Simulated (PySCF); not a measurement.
How methods differ on the electron affinity of Sn

Sn⁻ [Kr] 4d10 5s2 5p3 (4S) → Sn [Kr] 4d10 5s2 5p2 (3P), as a difference of total energies. All numbers are calculated (PySCF 2.14, a scalar-relativistic core potential, in aug-cc-pwCVDZ-PP with ECP28MDF). Correlated levels: valence and next inner shell: nothing frozen outside the core potential. The calculations carry no spin-orbit coupling.

```tsv
method	electron affinity (eV)	difference from reference (eV)
UHF	0.965	-0.147
MP2 (valence and next inner shell)	1.327	+0.215
SCS-MP2 (valence and next inner shell)	1.179	+0.067
CCSD (valence and next inner shell)	1.264	+0.152
CCSD(T) (valence and next inner shell)	1.287	+0.175
```

Reference: 1.112 eV (measured; photodetachment measurements, as compiled on the Wikipedia data page of electron affinities).

The reference lies between the lowest fine-structure levels, while these numbers refer to the centres of the terms.

Errors of the correlated levels include the incompleteness of this basis.
